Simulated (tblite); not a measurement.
Compound: C₆H₄F₃P.
SMILES with atom numbers: `[F:1][C:2]([F:3])([F:4])[c:5]1[cH:6][cH:7][cH:8][cH:9][p:10]1` (hydrogens: H11 on C6; H12 on C7; H13 on C8; H14 on C9)

Computed geometry: GFN2-xTB, gas phase.

Task: Give the optimised bond lengths and angles.

Result: 
```tsv
bond	length (Å)	order
F1–C2, C2–F3, C2–F4	1.345	single
C2–C5	1.496	single
C5–C6	1.385	aromatic
C6–C7	1.383	aromatic
C7–C8	1.388	aromatic
C8–C9	1.378	aromatic
C9–P10	1.735	aromatic
C5–P10	1.743	aromatic
C6–H11	1.082	single
C7–H12	1.079	single
C8–H13	1.082	single
C9–H14	1.083	single
```

Bonds in one row agree within 0.01 Å and their mean is given. Orders are formal, as drawn. A selection of angles:
```tsv
angle	degrees
F1–C2–F3	106.2
F1–C2–F4	106.5
F1–C2–C5	112.2
F3–C2–C5	112.6
C2–C5–C6	117.7
C2–C5–P10	115.9
C6–C5–P10	126.4
C5–C6–C7	122.9
C5–C6–H11	118.1
C7–C6–H11	119.1
C6–C7–C8	122.3
C6–C7–H12	118.6
C8–C7–H12	119.1
C7–C8–C9	123.6
C7–C8–H13	118.1
C9–C8–H13	118.3
C8–C9–P10	126.2
C8–C9–H14	118.2
P10–C9–H14	115.6
C5–P10–C9	98.7
```

Torsions: F1–C2–C5–C6 -168° (antiperiplanar). The mirror-image conformer, all signs reversed, is as good.

The 6-membered ring C5–C6–C7–C8–C9–P10 has internal angles of 98.7° to 126.4°; it is planar, 0.00 Å rms from its mean plane, widest ring torsion 1°. The 5 C–C bonds span 1.378 Å (C8–C9, aromatic) to 1.496 Å (C2–C5, drawn single), a spread of 0.118 Å. Of the pairs four or more bonds apart, F4···H11 is among the closest relative to their van der Waals radii: 2.59 Å, 97 % of the sum of Bondi's values.

Point group: C1 (no symmetry element, even within 0.4 Å). Its GFN2-xTB frequencies are all real (lowest 18 cm⁻¹). 2 starts were optimised and ended at 0.00 and 0.43 kcal/mol (GFN2-xTB); the lowest of these is shown.

Time: 0.12 s wall. Hardware: one thread of an Arm Neoverse V1, shared host. That covers the optimisation of the geometry.
